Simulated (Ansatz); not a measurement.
Basis-set extrapolation for C₂H₅ClFNSi, SMILES `C=C[Si](N)(F)Cl` (PBE0-D4/def2-TZVP geometry, frozen core, Ansatz 0.2.0). Multiplicity 1, RHF reference.

```
                      def2-TZVPP   def2-QZVPP
                 HF  -981.249714  -981.282810
    MP2 correlation    -1.084522    -1.174697
CCSD(T) correlation    -1.173734      not run
```

Energies in hartree. Use E(X) = E(∞) + A·exp(−7.88·√X) for Hartree–Fock and E(X) = E(∞) + B·X^(−2.97) for correlation, with X = 3 and 4, and add CCSD(T) minus MP2 of the smaller set to the MP2 limit.

What is the CCSD(T) energy at the basis-set limit?

HF limit: -981.282810 + (-0.033096) × 0.13774 = -981.28737. MP2 limit: -1.174697 + (-0.090175) × 0.74074 = -1.24149. Higher-order term: -1.173734 − (-1.084522) = -0.08921. Total: -982.61807 hartree, 122.1 kcal/mol below CCSD(T)/def2-TZVPP.
